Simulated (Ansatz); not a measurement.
Stepwise reaction of `COB(O)OC` with hydrogen, as a gas-phase model of exchange steps in deposition or etching. ΔE in kJ/mol.

Isolated molecules relaxed with PBE0-D4/def2-TZVP in Ansatz; ΔE leaves out vibrations. CBS: MP2 limit from def2 TZ/QZ plus the TZ coupled-cluster correction, frozen cores. This one scheme is used for every species. Functionals use def2-TZVPP. B3LYP here is the variant with VWN-RPA as its local correlation; programs differ in this. Each species was taken in one conformer, which may not be the lowest.

| step | reaction | PBE-D4 | B3LYP-D4 | ωB97M-V | CCSD(T)/CBS |
| --- | --- | --- | --- | --- | --- |
| 1 | `COB(O)OC` + H₂ → `COBO` + CH₃OH | 97.2 | 103.5 | 103.6 | 102.6 |

**Question.** Give the row of step 2, `COBO` + H₂ → `BO` + CH₃OH. (Best estimate.)

**Answer.** Computed: 
```csv
step,reaction,PBE-D4,B3LYP-D4,ωB97M-V,CCSD(T)/CBS
2,`COBO` + H₂ → `BO` + CH₃OH,124.6,125.6,124.8,122.7
```

**Question.** By hand: ΔE of the 2 steps together at CCSD(T)/CBS.

**Answer.** (102.6) + (122.7) = 225.3 kJ/mol, or 112.7 kJ/mol a step.

In ΔE each step is higher than the one before. All are uphill at CCSD(T)/CBS. PBE-D4 differs from CCSD(T)/CBS by -5.4 to 1.9 kJ/mol a step. Isolated molecules leave out the surface, adducts and barriers. Largest T1 diagnostic: 0.014.
